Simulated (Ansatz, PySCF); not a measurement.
C$_{6}$H$_{13}$O (SMILES CC(C)[CH]C(C)O), doublet, at a GFN2-xTB geometry. Base run: MP2/STO-3G run with PySCF.

Here is a job for PySCF.
```python
from pyscf import gto, scf, mp

mol = gto.M(
    atom='''
C    -2.13401126   -1.15750947    0.89014235
C    -1.01991769   -0.58716968    0.01233565
C    -1.60292900    0.46154716   -0.96106109
C     0.04985495    0.02042341    0.83743466
C     1.42337374    0.31101235    0.34457205
C     1.96300372   -0.69874433   -0.66265601
O     1.47385920    1.59557992   -0.30265404
H    -2.58626910   -0.37155628    1.49133412
H    -1.73886860   -1.91818758    1.55937170
H    -2.90898146   -1.60755191    0.27401043
H    -0.60014975   -1.39612906   -0.59501737
H    -2.08518019    1.26142492   -0.40337419
H    -0.81171411    0.89063049   -1.56986026
H    -2.33956438   -0.00333957   -1.61238938
H    -0.24573898    0.49972992    1.75916002
H     2.10543560    0.34767732    1.21355023
H     1.37670832   -0.66517776   -1.57580281
H     1.93362914   -1.70003459   -0.24220522
H     2.98969439   -0.44243316   -0.90852479
H     1.04387866    2.24295108    0.26637435
''',
    basis='sto-3g',
    spin=1,
    verbose=4,
)

mf = scf.UHF(mol)
mf.kernel()

pt = mp.MP2(mf)
pt.kernel()
print('E(MP2) = %.10f' % pt.e_tot)
```

The same geometry, method and basis name were run in Ansatz (a first-principles code) and PySCF, at each program's defaults and at the settings that a row names. The base is PySCF at its defaults. Differences at the defaults can come from grids, fitting, cores and function types together.

```
code and settings                                                                 ΔE vs base (µEh)  basis functions      E (Eh)  SCF cycles  SCF-reference dipole (D)
--------------------------------------------------------------------------------  ----------------  ---------------  ----------  ----------  ------------------------
PySCF, defaults (exact integrals, spherical functions, all electrons correlated)               0.0               48  -306.13657          12                      1.32
Ansatz, defaults (factorised integrals, spherical functions, frozen core)                     2988               48  -306.13359           -                         -
PySCF, frozen core                                                                            2938               48  -306.13364          12                      1.32
Ansatz, high accuracy, frozen core                                                            2938               48  -306.13364           -                         -
```

Open shells are given as the SCF converged; they aren't shown to be the lowest states, and a large step between rows can be another state.
